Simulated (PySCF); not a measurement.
Vertical excitation energies

Compound: C2H3N3Si.
Structure used (PBE0-D3(BJ)/def2-SVP), in Å, numbered top down from 1:
```
atom  x, y, z in Å
N1    -2.378   -1.541   -0.846
C2    -1.446   -1.033   -0.381
Si3    0.010   -0.192    0.405
N4    -0.071    1.466    0.029
C5     1.548   -0.870   -0.378
N6     2.530   -1.270   -0.846
H7     0.027   -0.624    1.827
H8    -0.926    2.000    0.139
H9     0.756    2.050    0.007
```

Computed with PySCF 2.14.0, density-fitted response routines, TDDFT wB97X-D/def2-SVPD, vertical, gas phase, core orbitals frozen in the response.

**Question.** Predict the UV-vis stick spectrum at this level.

**Answer.** 

| state | E (eV) | λ (nm) | ν̃ (cm⁻¹) | f | main configurations (H = HOMO, L = LUMO) |
| --- | --- | --- | --- | --- | --- |
| S1 | 6.20 | 200.1 | 49970 | 0.012 | H→L (95%) |
| S2 | 6.83 | 181.6 | 55050 | 0.0005 | H-1→L (63%), H-3→L+2 (9%) |
| S3 | 6.87 | 180.4 | 55440 | 0.0003 | H-3→L (42%), H-2→L (19%), H-1→L+3 (10%) |
| S4 | 7.07 | 175.4 | 57000 | 0.018 | H→L+1 (86%) |
| S5 | 7.10 | 174.5 | 57300 | 0.0037 | H→L+2 (88%) |
| S6 | 7.23 | 171.6 | 58280 | 0.0051 | H-2→L (41%), H-3→L+1 (22%), H-1→L+2 (10%) |

The lowest singlet comes at 200 nm (598 kJ/mol) in the ultraviolet; it is weak; its leading configuration is HOMO→LUMO (95%). The most intense listed level is S4 at 7.07 eV (175 nm, f = 0.018), 0.87 eV above S1. Löwdin shares by element: HOMO nitrogen 65% or more, silicon 13%, hydrogen 12% or more; LUMO carbon 31%, silicon 24%, nitrogen 15% or more (atoms not listed hold the other 31%). Weighted by f, the mean energy of these states is 6.81 eV. The oscillator strengths of these states sum to 0.040; summed over the whole spectrum of an exact calculation they would give the number of electrons, 50 (Thomas–Reiche–Kuhn). The listed states span 1.03 eV, and the widest gap between neighbours is 0.63 eV (S1 to S2). The window holds the lowest 6 singlets.

One conformer stands for the species.
